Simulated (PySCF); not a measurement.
Precursor series Hf F-H. Gas-phase values, no solvent.

All values below come from PySCF 2.14.0 with TPSSh-D3(BJ)/def2-TZVP // PBE-D3(BJ)/def2-SVP. 

```csv
species,coordination number
0 of 4 F replaced by H ([Hf(F)4]),4
1 of 4 F replaced by H ([Hf(F)3(H)]),4
2 of 4 F replaced by H ([Hf(F)2(H)2]),___
3 of 4 F replaced by H ([Hf(F)(H)3]),4
4 of 4 F replaced by H,4
```

Question: What belongs in the gaps?

Answer: 
- 2 of 4 F replaced by H ([Hf(F)2(H)2]), coordination number: 4
